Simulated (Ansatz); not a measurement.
Consider the formal exchange of groups at the Se–Si bond: `[SeH][SiH]1BS1` + `[CH3][SnH3]` → `[CH3][SnH2][SeH]` + `B1[SiH2]S1`.

Computed with Ansatz on PBE0-D4/def2-TZVP structures; ΔE is electronic, products minus reactants. CCSD(T)/CBS adds triple-zeta CCSD(T) − MP2 to the extrapolated MP2 energy (def2 sets, frozen cores). DFT in def2-TZVPP. Elements past krypton have def2 core potentials. For Se, Sn outer-core shells are correlated without core-valence functions, which leaves a few kJ/mol of doubt a bond. Scalar relativity is left out up to krypton. One conformer a species, not always the lowest.

`[SeH][SiH]1BS1`:

Cartesian coordinates in Å:
```
Se -1.415 -0.760 1.550
Si -0.182 -0.241 -0.275
B 0.637 1.484 -0.526
S 1.889 0.354 0.003
H -1.235 -2.206 1.359
H -0.342 -1.271 -1.324
H 0.648 2.639 -0.788
```

`[CH3][SnH3]`:

Z-matrix (Å, degrees):
```
C
Sn 1 2.140
H 1 1.090 2 110.0
H 1 1.090 2 110.0 3 -120.0
H 1 1.090 2 110.0 3 120.0
H 2 1.709 1 110.1 3 -59.7
H 2 1.709 1 110.1 3 -179.7
H 2 1.709 1 110.1 3 60.3
```

`[CH3][SnH2][SeH]`:

Z-matrix (Å, degrees):
```
C
Sn 1 2.136
H 1 1.090 2 109.6
H 1 1.089 2 109.3 3 119.6
H 1 1.091 2 110.1 3 -120.1
Se 2 2.540 1 109.5 3 -61.5
H 2 1.707 1 112.0 3 -176.8
H 2 1.710 1 111.1 3 59.0
H 6 1.469 2 92.2 1 63.8
```

`B1[SiH2]S1`:

Z-matrix (Å, degrees):
```
Si
S 1 2.169
B 1 1.933 2 50.6
H 1 1.481 2 114.0 3 115.1
H 1 1.481 2 114.0 3 -115.1
H 3 1.184 1 155.2 2 -180.0
```

```
             level  ΔE (eV)
            PBE-D4    -0.11
RPA@PBE/def2-TZVPP    -0.14
```

(1) What does CCSD(T)/CBS give? (Estimate.)

Largest T1 diagnostic among the species: 0.017.

Results:

(1) The calculation gave: -0.21 eV. The listed levels differ from it by 0.10, 0.07 eV.

In def2-TZVPP, CCSD(T) changes the Hartree–Fock value by +0.14 eV (the triples alone add +0.02 eV) and MP2 by +0.14 eV. Leaving LDA and LC-ωPBE aside and taking each functional with its dispersion term where it has one, the values, not all of them listed here, spread over 0.13 eV, from BHLYP-D4 to B97M-V. LDA lies +0.06 eV from PBE without D4.
